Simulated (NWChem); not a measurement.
# C$_{3}$H$_{4}$ClF; SMILES C/C(F)=C\Cl

Problem. Give the equilibrium geometry at PBE0/def2-SVP (NWChem) as a list of bonds and angles, with the point group.

Solution. point group Cs; any orientation.
Bonded distances (Å): C1–C2 1.480, C1–H6 1.102, C1–H7 1.096, C1–H8 1.102, C2–F3 1.338, C2–C4 1.336, C4–Cl5 1.722, C4–H9 1.091. Bond angles (°): C2–C1–H6 110.0, C2–C1–H7 110.9, C2–C1–H8 110.0, H6–C1–H7 109.2, H6–C1–H8 107.4, H7–C1–H8 109.2, C1–C2–F3 113.6, C1–C2–C4 129.2, F3–C2–C4 117.3, C2–C4–Cl5 123.4, C2–C4–H9 121.0, Cl5–C4–H9 115.6.
